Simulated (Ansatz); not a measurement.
Species: CH₅Si, SMILES `C[SiH2+]` with one electron removed (charge 2, multiplicity 2), formula CH$_{5}$Si.

**Question.** How many basis functions does frozen-core CCSD(T)/cc-pVTZ // B3LYP-D3(BJ)/def2-TZVP run with Ansatz (a quantum-chemistry and plane-wave program) use, how many core orbitals are frozen, and how many electrons are correlated?

**Answer.** 134 basis functions and 6 frozen orbitals, which leaves 11 correlated electrons. Core time is of the order of seconds.
